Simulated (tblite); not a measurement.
Parent: `[CH3:1][CH2:2][NH:3][SiH2:4][SH:5]` with C1–C2–N3–Si4 -145°, C2–N3–Si4–S5 176°, N3–Si4–S5–H -58°, C2H9NSSi.

Computed geometry: GFN2-xTB, gas phase. One conformer each, not checked by frequencies here.

| coordinate of the parent | value |
| --- | --- |
| C1–C2 | 1.524 Å |
| C2–N3 | 1.445 Å |
| N3–Si4 | 1.707 Å |
| Si4–S5 | 2.149 Å |
| C1–C2–N3 | 111.1° |
| C2–N3–Si4 | 123.8° |
| N3–Si4–S5 | 106.0° |

Q: How does the shared frame change in `[CH3:1]/[N:2]=[CH:3]\[C@@H:4]([CH3:5])[NH:6][SiH2:7][SH:8]` with N2–C3–C4–C5 169°, C3–C4–N6–Si7 149°, C4–N6–Si7–S8 -37°, N6–Si7–S8–H -176°, C4H12N2SSi? Atoms pair as C1 = C5, C2 = C4, N3 = N6, Si4 = Si7, S5 = S8 (parent first).

A: 
| parent | relative | value in the relative | change |
| --- | --- | --- | --- |
| C1–C2 | C5–C4 | 1.527 Å | +0.003 |
| C2–N3 | C4–N6 | 1.454 Å | +0.009 |
| N3–Si4 | N6–Si7 | 1.706 Å | -0.001 |
| Si4–S5 | Si7–S8 | 2.155 Å | +0.006 |
| C1–C2–N3 | C5–C4–N6 | 112.2° | +1.1 |
| C2–N3–Si4 | C4–N6–Si7 | 126.2° | +2.4 |
| N3–Si4–S5 | N6–Si7–S8 | 104.0° | -2.0 |

Of the parent's bonds, C2–N3 changes most (+0.009 Å). Bonds of the relative outside the shared frame: C1–N2 1.430, N2=C3 1.253, C3–C4 1.517 Å. Point group C1 → C1.

Q: How does the shared frame change in `[CH3:1][C@@H:2]([CH2:3][SiH3:4])[NH:5][SiH2:6][SH:7]` with C1–C2–C3–Si4 -67°, C1–C2–N5–Si6 89°, C2–N5–Si6–S7 178°, N5–Si6–S7–H -57°, C3H13NSSi2? Atoms pair as C1 = C1, C2 = C2, N3 = N5, Si4 = Si6, S5 = S7 (parent first).

A: 
| parent | relative | value in the relative | change |
| --- | --- | --- | --- |
| C1–C2 | C1–C2 | 1.526 Å | +0.002 |
| C2–N3 | C2–N5 | 1.450 Å | +0.005 |
| N3–Si4 | N5–Si6 | 1.706 Å | -0.001 |
| Si4–S5 | Si6–S7 | 2.150 Å | +0.001 |
| C1–C2–N3 | C1–C2–N5 | 111.1° | 0.0 |
| C2–N3–Si4 | C2–N5–Si6 | 123.3° | -0.5 |
| N3–Si4–S5 | N5–Si6–S7 | 106.1° | +0.1 |

Of the parent's bonds, C2–N3 changes most (+0.005 Å). Bonds of the relative outside the shared frame: C2–C3 1.527, C3–Si4 1.903 Å. Point group C1 → C1.

Q: How does the shared frame change in `[CH3:1][C@@H:2]([CH2:3][C:4]#[N:5])[NH:6][SiH2:7][SH:8]` with C1–C2–C3–C4 -65°, C1–C2–N6–Si7 92°, C2–N6–Si7–S8 179°, N6–Si7–S8–H -55°, C4H10N2SSi? Atoms pair as C1 = C1, C2 = C2, N3 = N6, Si4 = Si7, S5 = S8 (parent first).

A: 
```csv
parent,relative,value in the relative,change
C1–C2,C1–C2,1.527 Å,+0.003
C2–N3,C2–N6,1.443 Å,-0.002
N3–Si4,N6–Si7,1.713 Å,+0.006
Si4–S5,Si7–S8,2.147 Å,-0.002
C1–C2–N3,C1–C2–N6,112.3°,+1.2
C2–N3–Si4,C2–N6–Si7,122.7°,-1.1
N3–Si4–S5,N6–Si7–S8,105.5°,-0.5
```

Of the parent's bonds, N3–Si4 changes most (+0.006 Å). Bonds of the relative outside the shared frame: C2–C3 1.543, C3–C4 1.439, C4≡N5 1.143 Å. Point group C1 → C1.
